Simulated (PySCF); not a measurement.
BF3H3N, SMILES [NH3+][B-](F)(F)F. The structure is a stationary point at PBE0-D3(BJ)/def2-SVP.

These are PBE0-D3(BJ)/def2-SVP (PySCF) values and carry that method's errors.

Harmonic wavenumbers (cm⁻¹): 105, 275, 275, 451, 451, 453, 690, 799, 799, 911, 1284, 1305, 1305, 1612, 1612, 3497, 3631, 3631. Rotational constants (GHz): 4.905, 4.679, 4.679; symmetry number 3.

Question: Work out the zero-point energy and the ideal-gas rigid-rotor harmonic-oscillator thermochemistry at 298.15 K and 1 atm.

Answer: ZPE = ½ Σ hcν = ½ × 23086 cm⁻¹ = 138.09 kJ/mol. H − E(el) = 155.31 kJ/mol. Entropy in J/(mol K): translation 164.13, rotation 97.59, vibration 41.12, total 302.83. G − E(el) = 65.02 kJ/mol. Cp = 86.15 J/(mol K). Modes under 150 cm⁻¹ make the vibrational entropy uncertain.
